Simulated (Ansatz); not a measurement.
Calculated with Ansatz (gas phase, PBE0-D4/def2-TZVP geometries, no zero-point term in ΔE). CBS: MP2 limit from def2 TZ/QZ plus the TZ coupled-cluster correction, frozen cores. This one scheme is used for every species. Functionals use def2-TZVPP. Each species was taken in one conformer, which may not be the lowest.

Reaction (ligand exchange at a B–N bond): `[SiH3]N([SiH3])BCl` + `OCS` → `SCOBCl` + `[SiH3]N[SiH3]`

`[SiH3]N([SiH3])BCl`:

Z-matrix (Å, degrees):
```
Si
N 1 1.763
H 1 1.481 2 111.1
H 1 1.481 2 111.1 3 -123.7
H 1 1.487 2 105.1 3 118.2
Si 2 1.755 1 118.3 3 -118.0
B 2 1.401 1 121.1 3 61.9
H 6 1.481 2 108.5 1 179.9
H 6 1.485 2 109.7 1 -59.6
H 6 1.485 2 109.7 1 59.4
Cl 7 1.772 2 119.9 1 -0.0
H 7 1.192 2 123.1 1 180.0
```

`OCS`:

Cartesian coordinates in Å:
```
O -0.109 0.450 -1.154
C -0.322 -0.145 0.101
S 0.607 0.714 1.372
H -0.589 -0.061 -1.813
H -1.367 -0.065 0.424
H -0.040 -1.203 0.101
H 1.822 0.311 0.968
```

`SCOBCl`:

Z-matrix (Å, degrees):
```
C
O 1 1.412
S 1 1.799 2 113.6
H 1 1.093 2 111.2 3 118.6
H 1 1.088 2 107.2 3 -121.9
B 2 1.342 1 120.7 3 -90.2
H 3 1.343 1 96.3 2 -68.9
Cl 6 1.750 2 118.1 1 177.9
H 6 1.194 2 122.5 1 -3.0
```

`[SiH3]N[SiH3]`:

Cartesian coordinates in Å:
```
Si -1.436 -0.572 0.216
N 0.079 -0.287 -0.559
Si 1.406 0.678 -0.024
H -1.533 0.368 1.360
H -1.565 -1.967 0.724
H -2.566 -0.342 -0.725
H 0.231 -0.799 -1.417
H 0.943 1.456 1.151
H 1.856 1.605 -1.098
H 2.585 -0.141 0.372
```

| level | ΔE (kcal/mol) |
| --- | --- |
| r2SCAN-D4 | -6.2 |
| ωB97M-V | -5.7 |
| r2SCAN | -6.5 |
| HF/def2-QZVPP | -9.3 |
| MP2/def2-QZVPP | -4.8 |
| SCS-MP2/def2-QZVPP | -5.7 |
| HF/CBS(def2) | -9.3 |
| MP2/CBS(def2) | -4.5 |

(1) What does CCSD(T)/CBS give? (Best estimate.)

Largest T1 diagnostic among the species: 0.013.

## Answers

(1) The calculation gave: -5.1 kcal/mol. The listed levels differ from it by -1.1, -0.6, -1.4, -4.2, 0.3, -0.6, -4.2, 0.6 kcal/mol.

The D4 term adds +1.9 kcal/mol with B3LYP and +1.0 kcal/mol with PBE0; it sums over pairs of atoms, weighted by their polarisabilities, and B3LYP, whose exchange is more repulsive, gets the larger term. In def2-TZVPP, CCSD(T) changes the Hartree–Fock value by +3.7 kcal/mol (the triples alone add +0.5 kcal/mol) and MP2 by +4.2 kcal/mol.

CCSD(T)/CBS has its own doubt, a few kJ/mol and more with outer-core shells, so smaller differences from it don't rank the levels.

B3LYP here is the variant with VWN-RPA as its local correlation; programs differ in this.
